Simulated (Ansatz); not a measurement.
Calculated with Ansatz (gas phase, PBE0-D4/def2-TZVP geometries, no zero-point term in ΔE). CBS: MP2 limit from def2 TZ/QZ plus the TZ coupled-cluster correction, frozen cores. DFT in def2-TZVPP. B3LYP here is the variant with VWN-RPA as its local correlation; programs differ in this. For As outer-core shells are correlated without core-valence functions, which leaves a few kJ/mol of doubt a bond. Scalar relativity is left out up to krypton. Each species was taken in one conformer, which may not be the lowest.

`C[SiH2][AsH2]` + `[NH2][Al]([F])[SH]` → `[SiH3][AsH2]` + `C[S][Al]([NH2])[F]`  (redistribution)

| level | ΔE (kJ/mol) |
| --- | --- |
| r2SCAN-D4 | 64.5 |
| PBE0-D4 | 62.4 |
| B3LYP-D4 | 60.5 |
| ωB97M-V | 64.3 |
| HF/def2-TZVPP | 60.4 |
| MP2/def2-TZVPP | 66.9 |
| SCS-MP2/def2-QZVPP | 62.8 |
| MP2/CBS(def2) | 66.1 |

Q: What does CCSD(T)/CBS give? (Estimate.)

A: The calculation gave: +63.9 kJ/mol. The listed levels differ from it by 0.6, -1.5, -3.4, 0.4, -3.5, 3.0, -1.1, 2.2 kJ/mol.

Largest T1 diagnostic among the species: 0.011.

In def2-TZVPP, CCSD(T) changes the Hartree–Fock value by +4.3 kJ/mol (the triples alone add −0.7 kJ/mol) and MP2 by +6.6 kJ/mol.
